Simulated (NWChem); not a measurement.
Species: C₄H₇Cl; SMILES C[C@@H]1C[C@H]1Cl

Not confirmed as a minimum by frequencies.

Task: Give the equilibrium geometry at PBE0/def2-SVP (NWChem) as a Z-matrix, with the point group.

Result: point group C1; any orientation.
```
C
H 1 1.0954
C 1 1.4946 2 114.02
H 3 1.0934 1 118.50 2 145.85
C 3 1.4941 4 118.73 1 -70.10
H 5 1.0927 3 117.23 4 -143.59
H 5 1.0946 6 114.77 3 -143.97
C 1 1.5049 2 115.18 3 145.51
H 8 1.1012 1 111.26 2 -178.89
H 8 1.1012 9 107.77 1 -122.28
H 8 1.1014 9 107.46 10 -115.97
Cl 3 1.7614 4 111.13 1 144.97
```
